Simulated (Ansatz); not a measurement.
`[F][SnH]([Cl])[Cl]` + H₂S → `[F][SnH]([SH])[Cl]` + HCl at 500 K and 1 bar (ligand exchange at the Sn–Cl bond).

Computed with Ansatz on PBE0-D4/def2-TZVP structures; ΔE is electronic, products minus reactants. CCSD(T)/CBS adds triple-zeta CCSD(T) − MP2 to the extrapolated MP2 energy (def2 sets, frozen cores). This one scheme is used for every species. def2 core potentials past Kr. For Sn outer-core shells are correlated without core-valence functions, which leaves a few kJ/mol of doubt a bond. Each species was taken in one conformer, which may not be the lowest.

```
             species  CCSD(T)/CBS energy (Eh)  H − E (kJ/mol)  S (J/(mol·K))
`[F][SnH]([Cl])[Cl]`              -1234.09211            65.8          389.7
                 H₂S               -398.97279            57.0          224.0
`[F][SnH]([SH])[Cl]`              -1172.67563            91.6          413.7
                 HCl               -460.38127            32.5          201.9
```

H − E and S are ideal-gas, rigid-rotor, harmonic terms from PBE0-D4/def2-TZVP, for one conformer and one mirror image of each species. 1 Eh = 2625.50 kJ/mol, R = 8.31446 J/(mol·K).

By hand: ΔE, ΔH, ΔS and ΔG.

ΔE = (-1172.67563) + (-460.38127) − (-1234.09211) − (-398.97279) = 0.00800 Eh = 21.0 kJ/mol. Δ(H − E) = 91.6 + 32.5 − 65.8 − 57.0 = 1.3, so ΔH = 22.3 kJ/mol. ΔS = 413.7 + 201.9 − 389.7 − 224.0 = 1.9 J/(mol·K). ΔG = 22.3 − 500 × (1.9)/1000 = 21.4 kJ/mol.

By hand: the equilibrium constant, and the temperature at which ΔG would vanish if ΔH and ΔS stayed fixed.

log₁₀ K = −ΔG/(RT ln 10) = -2.2. ΔG = 0 at ΔH/ΔS = 11737 K, far beyond where these terms or the molecules hold.

The number of gas molecules stays the same, so ΔS is small and ΔH decides. A doubt of 5 kJ/mol in ΔE shifts log₁₀ K by 0.5 here. Other conformers and mirror images would add mixing entropy, several J/(mol·K) or more a flexible species. These are equilibria of isolated gas molecules and say nothing of rates. Largest T1 diagnostic: 0.013 (customary marks: 0.02 for closed shells, 0.045 for open ones).
